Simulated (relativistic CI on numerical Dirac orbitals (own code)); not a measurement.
**Electric-dipole lines of Nd LVI**

Method of calculation: Dirac-Coulomb-Breit CI, KLI orbitals optimised for each configuration, model QED, unscaled Slater integrals (own radial code, finite nucleus).

Configurations in the expansion (outside the closed core 1s2): 2s²2p, 2s2p², 2p³, 2p²3s, 2p²3p, 2p²3d, 2s²3s, 2s²3p, 2s²3d, 2s2p3s, 2s2p3p, 2s2p3d, 2s²4s, 2s²4p, 2s²4d, 2s²4f. Levels of other configurations are missing.

```
λ vac (Å)             Lower               Upper   A (s⁻¹)        gf  Branching (%)
   1.8103  2s²2p ²P°1/2 [1]    2s²3d ²D3/2 [25]  5.63e+14  1.11e+00           82.6
   1.8154   2s2p² ²D3/2 [7]  2s2p3d ²F°5/2 [76]  5.78e+14  1.71e+00           90.3
   1.8194   2s2p² ²D5/2 [5]  2s2p3d ⁴F°7/2 [63]  6.16e+14  2.44e+00           99.6
   1.8197   2s2p² ⁴P1/2 [2]  2s2p3d ⁴D°3/2 [35]  7.43e+14  1.48e+00           84.9
   1.8236   2s2p² ²D5/2 [5]   2p²3p ²F°5/2 [62]  4.18e+14  1.25e+00           56.9
   1.8260   2p³ ²D°5/2 [13]   2p²3d ²F7/2 [116]  6.58e+14  2.63e+00           99.3
   1.8306    2p³ ²P°3/2 [8]    2p²3d ²D5/2 [93]  7.47e+14  2.25e+00           97.6
   1.9604  2s²2p ²P°3/2 [3]    2s²3d ²D5/2 [26]  6.71e+14  2.32e+00          100.0
   1.9623   2s2p² ⁴P3/2 [4]  2s2p3d ⁴P°5/2 [37]  5.89e+14  2.04e+00           87.5
   1.9629   2s2p² ⁴P5/2 [9]  2s2p3d ²F°7/2 [74]  9.41e+14  4.35e+00           97.2
   1.9658   2s2p² ⁴P5/2 [9]  2s2p3d ²D°5/2 [72]  4.85e+14  1.69e+00           87.5
   1.9662   2s2p² ²D5/2 [5]  2s2p3d ⁴F°7/2 [38]  6.43e+14  2.98e+00          100.0
   1.9688  2s2p² ²P3/2 [11]  2s2p3d ²D°5/2 [80]  9.47e+14  3.30e+00           98.0
   1.9715   2p³ ⁴S°3/2 [12]   2p²3d ²D5/2 [100]  6.34e+14  2.22e+00           64.0
   1.9763   2p³ ²D°5/2 [13]   2p²3d ²F7/2 [101]  1.03e+15  4.84e+00           99.7
   1.9780   2p³ ²P°3/2 [15]   2p²3d ²D5/2 [123]  7.85e+14  2.76e+00           97.4
   1.9808   2s2p² ²D3/2 [7]  2s2p3d ²F°5/2 [39]  5.18e+14  1.83e+00           80.5
   1.9810    2p³ ²P°3/2 [8]    2p²3d ²D5/2 [43]  6.23e+14  2.20e+00           99.5
   5.7285  2s²3d ²D3/2 [25]  2s²4f ²F°5/2 [131]  1.31e+14  3.86e+00           90.0
   5.8273  2s²3d ²D5/2 [26]  2s²4f ²F°7/2 [132]  1.37e+14  5.56e+00           95.9
```

Terms are leading LS components. Brackets give the number of a level in order of energy, since labels repeat. The list gives strong lines, with weight on those to low levels, without lines whose two gauges differ by over a factor of 2.5. Levels whose partners in the same complex of configurations lie outside the list can be far off, and so can their lines. Rates are taken at the computed energies, electric ones in the length gauge.

At this charge energies of transitions that change n are usually good to better than 1 %, and those within a shell (Δn = 0) to a few per cent.

LS names give the leading component of a level, which can be under half, so a name can repeat, a term be missing and a line seem to break the LS rules.
